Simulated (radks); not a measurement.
Species: Ga I. Configuration: [Ar] 3d10 4s2 6p1 (not the ground configuration). All-electron calculation, scalar-relativistic Kohn-Sham, PBEsol, spin-polarised, spherical densities, point nucleus; open shells are filled with parallel spins first. Program: a radial shooting solver on a logarithmic mesh with Libxc functionals. Some entries of the table are withheld. Estimate them.

| orbital | occ. | eigenvalue (hartree) | <1/r> (bohr^-1) |
|---|---|---|---|
| 1s up | 1 | -375.8578 | 31.28 |
| 1s down | 1 | -375.8578 | 31.28 |
| 2s up | 1 | -46.58421 | 6.841 |
| 2s down | 1 | -46.58420 | 6.841 |
| 2p up | 3 | -40.59511 | 6.712 |
| 2p down | 3 | -40.59508 | 6.712 |
| 3s up | 1 | -5.66674 | 2.184 |
| 3s down | 1 | -5.66671 | 2.184 |
| 3p up | 3 | (1) | (2) |
| 3p down | 3 | (3) | (4) |
| 3d up | 5 | -0.93982 | 1.651 |
| 3d down | 5 | -0.93971 | 1.651 |
| 4s up | 1 | -0.53375 | 0.5881 |
| 4s down | 1 | -0.53277 | 0.5885 |
| 6p up | 1 | -0.02693 | 0.07249 |

Answer. 
(1) 3p up eigenvalue (hartree): -3.86266
(2) 3p up <1/r> (bohr^-1): 2.030
(3) 3p down eigenvalue (hartree): -3.86262
(4) 3p down <1/r> (bohr^-1): 2.030
